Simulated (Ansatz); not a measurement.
A nudged elastic band was laid between two geometries of C₂H₇Al₂Cl (12 atoms, charge 0, multiplicity 1).

All numbers below come from RKS PBE/6-31G in Ansatz 0.2.0.

| Item | Value |
| --- | --- |
| movable images | 5 |
| climbing image | yes |
| spring | 5.0 eV/Å² |
| optimiser | quadratic models (default) |
| start path | through a guess of the saddle point |
| force threshold | 0.05 eV/Å |
| iteration limit | 35 |
| end points | relaxed |

First end point:

```xyz
12
Properties=species:S:1:pos:R:3
C -1.825 -0.063 0.758
Al 0.046 -0.081 0.085
C 1.421 -1.337 0.793
Al 0.736 1.585 -1.827
Cl -0.930 2.883 -2.607
H -1.860 -0.244 1.848
H -2.339 0.887 0.536
H -2.405 -0.874 0.274
H 2.254 -0.779 1.262
H 0.999 -2.024 1.548
H 1.865 -1.942 -0.020
H 2.114 1.936 -2.617
```

Last end point:

```xyz
12
Properties=species:S:1:pos:R:3
C -1.787 0.027 0.845
Al 0.048 -0.079 0.086
C 1.416 -1.348 0.784
Al 0.696 1.487 -1.923
Cl -0.973 2.783 -2.701
H -1.773 -0.096 1.943
H -2.287 0.978 0.597
H -2.411 -0.791 0.433
H 1.016 -1.977 1.598
H 1.788 -2.013 -0.019
H 2.296 -0.799 1.172
H 2.049 1.773 -2.780
```

Q: What changes between the two ends?

A: No bond is made or broken. The dihedral Al4–Al2–C3–H10 goes from -177 to -57°. The two ends are copies of one structure, up to a mirror image or an exchange of like atoms.

Q: Give the energies along the band, and the barrier.

A: It converged. The highest image is number 3 of 0 to 6, 0.1 kcal/mol above the ends, which have the same energy within 2 meV. The top lies less than 8 meV above the higher end, about what the thresholds resolve: that end is a shoulder or a very shallow well. A vibrational analysis at the climbing image gives one clearly imaginary mode, 43i cm⁻¹, and a faint second one (36i cm⁻¹) that may be numerical noise or a soft torsion: probably a first-order saddle point. Limits of this set-up: no polarisation functions.

| image | path coordinate (Å) | energy (kcal/mol) | dihedral Al4–Al2–C3–H10 (°) |
| --- | --- | --- | --- |
| 0 | 0.00 | 0.0 | -177 |
| 1 | 0.66 | 0.0 | -156 |
| 2 | 1.31 | 0.1 | -134 |
| 3 | 1.97 | 0.1 | -112 |
| 4 | 2.54 | 0.1 | -95 |
| 5 | 3.10 | 0.0 | -75 |
| 6 | 3.67 | 0.0 | -57 |

Q: What is the geometry of the highest image?

A: 
```xyz
12
Properties=species:S:1:pos:R:3
C -1.758 0.022 0.841
Al 0.077 -0.062 0.075
C 1.431 -1.329 0.803
Al 0.672 1.487 -1.963
Cl -1.016 2.783 -2.694
H -1.763 -0.235 1.915
H -2.212 1.019 0.709
H -2.417 -0.703 0.324
H 1.505 -1.224 1.902
H 1.116 -2.373 0.604
H 2.435 -1.189 0.371
H 2.008 1.750 -2.852
```

Run time: 6.8 min on 1 thread of Intel(R) Xeon(R) Platinum 8259CL CPU @ 2.50GHz (Skylake/Cascade Lake) (shared host), peak memory 0.15 GiB.
